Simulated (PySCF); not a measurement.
Spinor energies of Pt⁺ (platinum, charge +1)

Start: [Xe] 4f14 5d9; 5d3/2 filled at m_j = -1/2, +1/2, +3/2; 5d5/2 filled at m_j = -5/2, -3/2, -1/2, +1/2, +3/2, +5/2. Calculated with PySCF 2.14 in x2c-QZVPPall-2c (16s16p12d7f2g, 191 functions): generalised Hartree-Fock with the X2C-1e Hamiltonian and a Gaussian nucleus; one run each with spin-orbit coupling (SO) screened by Boettger's factors, then bare. This is a chosen level, not necessarily the ground level.

| spinor shell | electrons | ε, screened SO (eV) | ε, bare SO (eV) | weight of nominal j (bare SO) | rms radius, bare SO (bohr) |
| --- | --- | --- | --- | --- | --- |
| 1s1/2 | 2 | -78812.2 | -78810.3 | 1.000 | 0.0194 |
| 2s1/2 | 2 | -13998.8 | -13998.1 | 1.000 | 0.0782 |
| 2p1/2 | 2 | -13394.8 | -13434.6 | 1.000 | 0.0661 |
| 2p3/2 | 4 | -11659.9 | -11647.4 | 1.000 | 0.0742 |
| 3s1/2 | 2 | -3361.4 | -3361.2 | 1.000 | 0.200 |
| 3p1/2 | 2 | -3091.0 | -3099.7 | 1.000 | 0.191 |
| 3p3/2 | 4 | -2703.5 | -2700.7 | 1.000 | 0.207 |
| 3d3/2 | 4 | -2258.5 | -2266.1 | 1.000 | 0.182 |
| 3d5/2 | 6 | -2175.3 | -2170.5 | 1.000 | 0.187 |
| 4s1/2 | 2 | -764.56 | -764.52 | 1.000 | 0.441 |
| 4p1/2 | 2 | -648.62 | -650.76 | 1.000 | 0.446 |
| 4p3/2 | 4 | -555.17 | -554.49 | 1.000 | 0.481 |
| 4d3/2 | 4 | -364.90 | -366.55 | 1.000 | 0.495 |
| 4d5/2 | 6 | -347.17 | -346.14 | 1.000 | 0.508 |
| 5s1/2 | 2 | -128.24 | -128.24 | 1.000 | 1.03 |
| 4f5/2 | 6 | -101.58 | -102.76 | 1.000 | 0.558 |
| 4f7/2 | 8 | -98.000 | -97.122 | 1.000 | 0.570 |
| 5p1/2 | 2 | -88.534 | -88.912 | 0.999 | 1.11 |
| 5p3/2 | 4 | -73.996 | -73.880 | 0.999 | 1.22 |
| 5d3/2 | 3 | -20.710 | -20.864 | 0.972 | 1.72 |
| 5d5/2 | 6 | -19.146 | -19.056 | 0.992 | 1.80 |

```tsv
quantity	screened SO	bare SO
E (hartree)	-18426.64298	-18428.33941
M_J	3/2	3/2
⟨J²⟩	3.794	3.799
⟨L²⟩	6.354	6.350
⟨S²⟩	1.011	1.016
```

Each row is a mean over spinors that exchange with the open shell spreads, by up to 3.397 eV (5p1/2).

Breit and QED terms are absent; they matter most for the inner s and p1/2 levels.

Densities and radii are taken from the X2C orbitals without a picture-change correction, which distorts them close to the nucleus.
